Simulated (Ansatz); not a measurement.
Computed with Ansatz on PBE0-D4/def2-TZVP structures; ΔE is electronic, products minus reactants. CCSD(T)/CBS adds triple-zeta CCSD(T) − MP2 to the extrapolated MP2 energy (def2 sets, frozen cores). This one scheme is used for every species. Functionals use def2-TZVPP. B3LYP here is the variant with VWN-RPA as its local correlation; programs differ in this. HSE06 is defined as in plane-wave codes. One conformer a species, not always the lowest.

`FB(Cl)O[SiH3]` + `[SH][AlH][SH]` → `FBO[SiH3]` + `[SH][Al]([SH])[Cl]`  (redistribution)

`FB(Cl)O[SiH3]`:

Cartesian coordinates in Å:
```
F 0.866 -1.325 -1.432
B -0.328 -1.196 -0.872
Cl -1.579 -2.331 -1.344
O -0.582 -0.238 0.022
Si 0.242 1.007 0.747
H -0.447 2.265 0.382
H 0.176 0.785 2.209
H 1.651 1.033 0.288
```

`[SH][AlH][SH]`:

```xyz
6

S    -0.049    1.623    1.347
Al    0.115   -0.070   -0.013
S    -1.677   -0.564   -1.149
H     1.227    1.492    1.750
H     1.452   -0.891   -0.167
H    -1.068   -1.589   -1.768
```

`FBO[SiH3]`:

Z-matrix (Å, degrees):
```
Si
O 1 1.655
H 1 1.481 2 108.0
H 1 1.481 2 108.0 3 -119.2
H 1 1.485 2 110.1 3 120.4
B 2 1.342 1 134.0 3 -120.1
F 6 1.324 2 118.3 1 180.0
H 6 1.198 2 123.1 1 0.0
```

`[SH][Al]([SH])[Cl]`:

Z-matrix (Å, degrees):
```
Al
S 1 2.166
Cl 1 2.091 2 120.3
S 1 2.166 2 119.4 3 -180.0
H 2 1.345 1 92.0 3 0.3
H 4 1.345 1 92.0 2 -179.7
```

```csv
level,ΔE (kJ/mol),difference from CCSD(T)/CBS
LDA (SPW92),-70.5,17.0
PBE-D4,-77.0,10.5
revPBE-D4,-75.4,12.1
BLYP-D4,-80.8,6.7
r2SCAN-D4,-82.5,5.0
B97M-V,-71.3,16.2
PBE0-D4,-80.2,7.3
B3LYP-D4,-83.4,4.1
r2SCANh-D4,-83.1,4.4
r2SCAN0-D4,-84.0,3.5
HSE06-D4,-80.3,7.2
BHLYP-D4,-87.5,0.0
CAM-B3LYP-D4,-83.2,4.3
ωB97X-V,-82.2,5.3
ωB97M-V,-82.5,5.0
B2PLYP,-85.2,2.3
PBE-QIDH,-84.2,3.3
PBE,-76.6,10.9
revPBE,-77.7,9.8
BLYP,-80.7,6.8
r2SCAN,-82.4,5.1
PBE0,-79.7,7.8
B3LYP,-82.7,4.8
r2SCAN0,-83.8,3.7
HSE06,-79.8,7.7
BHLYP,-85.8,1.7
LC-ωPBE,-81.7,5.8
RPA@PBE/def2-TZVPP,-79.9,7.6
MP2/def2-SVP,-74.8,12.7
CCSD/def2-SVP,-73.1,14.4
CCSD(T)/def2-SVP,-71.8,15.7
MP2/def2-TZVPP,-87.7,-0.2
SCS-MP2/def2-TZVPP,-86.8,0.7
CCSD/def2-TZVPP,-84.3,3.2
CCSD(T)/def2-TZVPP,-83.4,4.1
HF/def2-QZVPP,-88.8,-1.3
MP2/def2-QZVPP,-90.1,-2.6
SCS-MP2/def2-QZVPP,-89.3,-1.8
HF/CBS(def2),-88.8,-1.3
MP2/CBS(def2),-91.7,-4.2
CCSD(T)/CBS,-87.5,0
```

Largest T1 diagnostic among the species: 0.013.

From BLYP to BHLYP (50 % exact exchange), in def2-TZVPP and without D4, ΔE moves by −5.2 kJ/mol. Leaving LDA and LC-ωPBE aside and taking each functional with its dispersion term where it has one, the values spread over 16.2 kJ/mol, from BHLYP-D4 to B97M-V. LDA lies +6.1 kJ/mol from PBE without D4. At CCSD(T), def2-SVP lies +15.7 kJ/mol from the extrapolated value and def2-TZVPP +4.1 kJ/mol.
